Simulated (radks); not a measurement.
Results of a calculation; reference values are marked as such.
The iodine anion I-, [Xe], held by a Watson sphere: a shell of charge +1 at radius R that stands for the Madelung well of a crystal (potential energy -1/R inside, -1/r outside, in hartree with lengths in bohr). Level of theory: scalar-relativistic Kohn-Sham, LB94 model potential, spin-polarised, spherical densities, point nucleus (a radial shooting solver on a logarithmic mesh with Libxc functionals). Response by self-consistent Sternheimer equations with the Hartree and adiabatic LDA kernel, the relativistic mass of each level held fixed and spin-orbit coupling left out. The sphere does not respond.

R (bohr)  e(4d) (eV)  e(5s) (eV)  e(5p) (eV)  <r> 5p (bohr)  sum of <r^2> (bohr^2)  X-ray form factor at sin(theta)/lambda = 0.2 1/angstrom  alpha (bohr^3)
2.96         -56.294     -21.808     -11.353          2.501                  69.49                                                   42.463           38.69
2.99         -56.260     -21.764     -11.314          2.504                  69.60                                                   42.461           38.96
3.01         -56.237     -21.735     -11.288          2.505                  69.68                                                   42.459           39.14
3.06         -56.180     -21.662     -11.223          2.510                  69.86                                                   42.456           39.59
3.34         -55.865     -21.272     -10.862          2.533                  70.80                                                   42.443           42.11
4.47         -54.660     -19.926      -9.535          2.588                  73.28                                                   42.432           50.92
4.53         -54.601     -19.864      -9.473          2.590                  73.36                                                   42.432           51.30
5.77         -53.545     -18.778      -8.378          2.611                  74.44                                                   42.435           57.04
